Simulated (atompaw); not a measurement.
What one change does to a pseudopotential (Ni, PAW (atompaw))

- Element: nickel
- Generator: atompaw 4.2.0.5
- Type: PAW
- Functional: PBEsol
- Relativity: scalar-relativistic
- Frozen core: [Ar]
- Valence charge: 10
- Reference configuration: 3d8 4s2 4p0
- Partial waves: 4s (bound): rc 2.80 bohr; 4s channel at 3.4 Ry: rc 2.80 bohr; 4p (bound, empty): rc 2.80 bohr; 4p channel at 0.75 Ry: rc 2.80 bohr; 3d (bound): rc 1.05 bohr; 3d channel at 2.5 Ry: rc 1.05 bohr
- Local potential: vpsmatchnc scheme with l = 3 at 0 Ry, radius 2.55 bohr
- Core correction: smooth core density matched at 2.05 bohr
- Augmentation charge: besselshape compensation charge, radius 2.30 bohr; PAW radius 2.80 bohr; waves and projectors: custom rrkj gramschmidtortho

Change: wave 3d channel at 2.5 Ry: rc 1.05 bohr becomes 3d channel at 9.28 Ry: rc 1.05 bohr.

Cutoffs: the cutoffs (Ry, on a coarse ladder) from which the occupation-weighted sum of valence levels, in a spherical-Bessel basis at the reference potential, stays within 10 and 1 mRy of its value at 400 Ry; they do not see the model core or the augmentation charge, which bear on the density cutoff.

Question: What does the change do?

Answer: The potential gets softer (120 Ry and 200 Ry → 110 Ry and 180 Ry); neither file shows a bound ghost.

| quantity | base | changed |
| --- | --- | --- |
| cutoff, loose | 120 Ry | 110 Ry |
| cutoff, tight | 200 Ry | 180 Ry |
| loose cutoff by channel (10 mRy a level) | s 6 Ry, d 90 Ry | s 6 Ry, d 80 Ry |
| bound ghosts | none | none |
| s: phases at 2.82 bohr within 0.05 rad from the reference energy up to (Ry; the scan ends near 5) | 4.3 | 4.3 |
| p: phases at 2.82 bohr within 0.05 rad from the reference energy up to (Ry; the scan ends near 5) | 3.3 | 3.3 |
| d: phases at 2.82 bohr within 0.05 rad from the reference energy up to (Ry; the scan ends near 5) | to the end of the scan | to the end of the scan |
| lowest overlap eigenvalue by channel | s 0.05, p 0.61, d 1.00 | s 0.05, p 0.61, d 0.23 |

 The cutoffs see the waves, projectors and local potential, not the compensation charge or the core.
